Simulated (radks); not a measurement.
Q: The europium ion Eu50+, 13 electrons, occupied as [Ne] 3s2 3d1 (not the ground configuration). All-electron calculation, Dirac Kohn-Sham, PBEsol, spin-unpolarised, spherical densities, point nucleus; open shells fill j = l - 1/2 first. Program: a radial shooting solver on a logarithmic mesh with Libxc functionals. Some entries of the table are withheld. Estimate them.

orbital,occ.,eigenvalue (eV),<r> (bohr)
1s1/2,2,-51930.76,(1)
2s1/2,2,-11347.39,0.09321
2p1/2,2,-10992.78,(2)
2p3/2,4,-10323.45,(3)
3s1/2,2,-4587.923,0.2251
3d3/2,1,-4111.020,(4)
3d5/2,0,-4068.580,(5)

A: 
(1) 1s1/2 <r> (bohr): 0.02231
(2) 2p1/2 <r> (bohr): 0.07778
(3) 2p3/2 <r> (bohr): 0.08423
(4) 3d3/2 <r> (bohr): 0.1909
(5) 3d5/2 <r> (bohr): 0.1939
